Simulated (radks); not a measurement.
Values are calculated unless marked as measured or tabulated.
Neutral bismuth inside a hard spherical wall (all orbitals vanish at R), configuration held at [Hg] 6p3 and not refilled when levels cross. Code: a radial shooting solver on a logarithmic mesh with Libxc functionals. Model: scalar-relativistic Kohn-Sham, PBEsol, spin-polarised, spherical densities, point nucleus; open shells are filled with parallel spins first (spin-orbit coupling, left out, can overturn this in heavy ions). Eigenvalues in eV for spin up, with the zero of energy where the potential of the charges vanishes at infinity; a dash marks a level that is unbound or too diffuse for the functional's potential to be trusted. A positive occupied level is held by the wall or, in an anion where self-interaction has pushed it up, behind a barrier. The pressure on the wall is -dE/dV.

\begin{tabular}{lrrrrrrrrr}
R (bohr) & E (hartree) & kinetic (hartree) & e(5p) & e(5d) & e(6s) & e(6p) & e(7s, empty) & e(6d, empty) & pressure (GPa) \\ \hline
free & -21525.1206 & 24423.572 & -95.610 & -26.954 & -15.016 & -5.198 & - & - & 0 \\
8 & -21525.1166 & 24423.605 & -95.393 & -26.741 & -14.840 & -5.023 & 1.146 & 2.671 & 0.173 \\
6 & -21525.0766 & 24423.851 & -94.315 & -25.698 & -14.012 & -4.045 & 5.839 & 5.757 & 3.51 \\
5 & -21524.9660 & 24424.428 & -92.576 & -24.042 & -12.660 & -2.202 & 13.030 & 10.019 & 18.7 \\
4 & -21524.5227 & 24426.476 & -88.461 & -20.208 & -9.008 & 3.108 & 31.224 & 20.384 & 125 \\
3.5 & -21523.8635 & 24429.323 & -84.355 & -16.433 & -4.667 & 9.380 & 50.626 & 31.350 & 372 \\
3 & -21522.2735 & 24435.902 & -77.156 & -9.747 & 4.378 & 22.048 & 86.220 & 51.543 & 1280 \\
2.5 & -21517.9334 & 24453.003 & -63.482 & 3.667 & 25.818 & 50.754 & 157.79 & 92.494 & 5350 \\
\end{tabular}
